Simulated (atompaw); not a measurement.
## Building the PAW (atompaw) potential for arsenic (LDA (PW92), scalar-relativistic).

As, PAW, made with atompaw 4.2.0.5 (LDA (PW92), scalar-relativistic). Core [Ar], reference 3d10 4s2 4p2 (charge +1). Waves: 4s (bound): rc 1.80 bohr; 4s channel at -0.3 Ry: rc 1.80 bohr; 4p (bound): rc 1.80 bohr; 4p channel at 2.45 Ry: rc 1.80 bohr; 3d (bound): rc 1.15 bohr; 3d channel at -0.3 Ry: rc 1.15 bohr. Local part: bessel scheme, radius 1.50 bohr. Core correction: smooth core density matched at 1.65 bohr. Augmentation charge: sinc compensation charge, radius 1.35 bohr; PAW radius 1.80 bohr; waves and projectors: custom rrkj vanderbiltortho.

All-electron outer shells of the reference configuration (LDA (PW92), scalar-relativistic, ld1.x):

```
shell  level (eV)  outermost node (bohr)  outermost maximum (bohr)
   3p     -143.22                   0.22                      0.52
   3d      -50.68                      –                      0.47
   4s      -23.60                   0.73                      1.59
   4p      -13.54                   0.78                      1.90
```

(1) Estimate the cutoffs (Ry, on a coarse ladder) from which the occupation-weighted sum of valence levels, in a spherical-Bessel basis at the reference potential, stays within 10 and 1 mRy of its value at 400 Ry.

(2) What does a ghost test show?

(3) Is the overlap operator S = 1 + Σ q|β⟩⟨β| positive definite (Bessel basis up to 400 Ry)?

(4) Which valence shell sets the plane-wave cutoff?

Answers

(1) 110 Ry and 180 Ry.

(2) No extra level below or beside the all-electron valence levels (s, p, d, f tested).

(3) Yes: its lowest eigenvalue is 0.21 (d channel).

(4) 3d: its level needs 110 Ry to come within 1 mRy, against 12 Ry for 4p.
